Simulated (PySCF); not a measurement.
GaH₅O₂Si. Atoms are numbered in the order given.

```xyz
9

Ga    -0.2875     0.0753    -0.1996
O     -1.6176    -1.1185    -0.3971
H     -2.3532    -0.8615    -0.9674
O     -0.4255     1.6488    -1.0590
H     -1.2139     1.7826    -1.6003
Si     1.6228    -0.4220     1.1509
H      2.1281     0.8182     1.8061
H      2.7046    -0.9842     0.2897
H      1.2708    -1.4245     2.1964
```
Charge 0, spin multiplicity 1.

The structure is a stationary point at B3LYP-D3(BJ)/def2-SVP. The structure was generated by enumeration; whether it is a known compound was not checked. One conformer was computed; it need not be the lowest.

Level of theory: PBE/pcSseg-1 in PySCF.

GIAO shieldings, no solvent; atoms alike by connectivity are averaged. δ = σ(ref) − σ: ¹⁷O against H2O (σ = 334.3 ppm); ¹H against TMS (σ = 31.49 ppm); ²⁹Si against TMS (σ = 335.4 ppm), references at their B3LYP-D3(BJ)/def2-TZVP geometries, non-relativistic.

```
nucleus       atoms  count  δ (ppm)
-------  ----------  -----  -------
¹⁷O          O2, O4      2    117.8
¹H       H7, H8, H9      3     3.77
¹H           H3, H5      2     2.93
²⁹Si            Si6      1   -125.9
```
